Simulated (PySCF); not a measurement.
# Highest orbital energy against ionisation energy along group 16

Calculated with PySCF 2.14, no spin-orbit coupling. Each cell gives −ε(HOMO) / ΔSCF in eV; NIST values include spin-orbit coupling, (s) semi-empirical, (t) theoretical.

```json
{"species": "O²⁺ (dyall-av2z, non-relativistic)", "UHF": "55.781 / 54.611", "LDA": "44.986 / 55.421", "PBE": "45.061 / 55.274", "PBE0": "47.895 / 55.308", "r2SCAN": "46.119 / 55.606", "NIST (lowest levels)": "54.936 (s)"}
{"species": "S²⁺ (dyall-av2z, non-relativistic)", "UHF": "34.659 / 34.106", "LDA": "28.816 / 34.826", "PBE": "28.914 / 34.792", "PBE0": "30.532 / 34.828", "r2SCAN": "29.421 / 34.964", "NIST (lowest levels)": "34.86 ± 0.04 (s)"}
{"species": "Se²⁺ (dyall-av2z, non-relativistic)", "UHF": "31.339 / 30.876", "LDA": "26.248 / 31.643", "PBE": "26.217 / 31.468", "PBE0": "27.689 / 31.523", "r2SCAN": "26.717 / 31.704", "NIST (lowest levels)": "31.697 ± 0.019"}
{"species": "Te²⁺ (dyall-av2z, non-relativistic)", "UHF": "27.166 / 26.776", "LDA": "22.950 / 27.549", "PBE": "22.871 / 27.332", "PBE0": "24.138 / 27.394", "r2SCAN": "23.275 / 27.502", "NIST (lowest levels)": "27.84 ± 0.04"}
```

**Question.** How far is −ε(HOMO) from ΔSCF on average for each method, and why?

**Answer.** UHF 0.64 eV; LDA -6.61 eV; PBE -6.45 eV; PBE0 -4.70 eV; r2SCAN -6.06 eV. Hartree-Fock orbital energies lack relaxation and so exceed the ΔSCF value; semilocal functionals have convex E(N) from self-interaction, so their HOMO lies far too high; exact exchange moves hybrids part of the way back.
